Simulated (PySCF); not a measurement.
Compound: C8H14S.
Numbering: `[CH2:1]=[CH:2][CH2:3][C@@H:4]1[CH2:5][CH2:6][CH2:7][CH2:8][S:9]1`

NICS = −σ at a ghost point: NICS(0) at the centroid of the ring atoms, NICS(1) 1 Å to either side along the normal of their mean plane, zz for the tensor component along that normal. Level: GIAO PBE0/pcSseg-1 (PySCF, non-relativistic, gas phase) on the GFN2-xTB geometry, one conformer.

Ring bond lengths (Å), with Mayer bond orders in brackets: C4–C5 1.526 (1.00), C5–C6 1.528 (1.03), C6–C7 1.527 (1.04), C7–C8 1.518 (1.02), C8–S9 1.820 (0.99), S9–C4 1.831 (1.03).

Task: What do the NICS probes read (ppm)?

Result: 
```csv
ring,type,NICS(0),"NICS(1), two faces","NICS(1)zz, two faces",rms pucker (Å),"centre to ring atoms, mean (Å)"
C4–C5–C6–C7–C8–S9,6-membered ring with S; formal bonds all single,-2.7,-1.5 / -2.2,4.5 / 2.7,0.27,1.56
```

Task: What do they say, and how far can they be read as aromaticity?

Result: 
- C4–C5–C6–C7–C8–S9: mean NICS(1)zz 3.6 ppm, deshielded. C4, C5, C6, C7, C8 have four or more neighbours, so the value isn't read as a sign of a π ring current.

Task: How shielded are the nuclei of the rings and their hydrogens (means over atoms taken as equivalent)?

Result: 
```json
{"atoms": "C4", "environment": "sp3 carbon bound to sulfur", "σ isotropic (ppm)": "143.8"}
{"atoms": "C5", "environment": "ring CH2 carbon", "σ isotropic (ppm)": "156.0"}
{"atoms": "C6", "environment": "ring CH2 carbon", "σ isotropic (ppm)": "164.0"}
{"atoms": "C7", "environment": "ring CH2 carbon", "σ isotropic (ppm)": "155.2"}
{"atoms": "C8", "environment": "sp3 carbon bound to sulfur", "σ isotropic (ppm)": "156.0"}
{"atoms": "S9", "environment": "sulfide sulfur", "σ isotropic (ppm)": "465.9"}
{"atoms": "H on C4", "environment": "methine hydrogen", "σ isotropic (ppm)": "29.28"}
{"atoms": "H on C5", "environment": "methylene hydrogen", "σ isotropic (ppm)": "29.95"}
{"atoms": "H on C5", "environment": "methylene hydrogen", "σ isotropic (ppm)": "29.60"}
{"atoms": "H on C6", "environment": "methylene hydrogen", "σ isotropic (ppm)": "30.22"}
{"atoms": "H on C6", "environment": "methylene hydrogen", "σ isotropic (ppm)": "30.24"}
{"atoms": "H on C7", "environment": "methylene hydrogen", "σ isotropic (ppm)": "30.10"}
{"atoms": "H on C7", "environment": "methylene hydrogen", "σ isotropic (ppm)": "29.79"}
{"atoms": "H on C8", "environment": "methylene hydrogen", "σ isotropic (ppm)": "28.76"}
```

The list is cut; further classes of hydrogen are left out.

The run took 48 s on an x86-64 server with one thread, on a shared host. This is the whole shielding run at PBE0/pcSseg-1, SCF included.
